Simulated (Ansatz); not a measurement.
`[SiH3][NH][AlH][SiH2]Cl` + `O[SiH2]S[SiH2]F` → `O[SiH2]S[SiH2]Cl` + `F[SiH2][AlH][NH][SiH3]`  (redistribution)

Program: Ansatz. Geometries: PBE0-D4/def2-TZVP. ΔE: electronic, gas phase. CCSD(T)/CBS adds triple-zeta CCSD(T) − MP2 to the extrapolated MP2 energy (def2 sets, frozen cores). Functionals use def2-TZVPP. B3LYP here is the variant with VWN-RPA as its local correlation; programs differ in this. One conformer a species, not always the lowest.

```tsv
level	ΔE (kJ/mol)
r2SCAN-D4	12.9
B3LYP-D4	11.2
ωB97X-V	11.9
PBE	12.8
PBE0	13.4
MP2/def2-TZVPP	12.9
SCS-MP2/def2-TZVPP	12.7
MP2/def2-QZVPP	12.8
```

(1) What does CCSD(T)/CBS give? (Best estimate.)

Largest T1 diagnostic among the species: 0.012.

Answers

(1) Ansatz gave: +13.0 kJ/mol. The listed levels differ from it by -0.1, -1.8, -1.1, -0.2, 0.4, -0.1, -0.3, -0.2 kJ/mol.
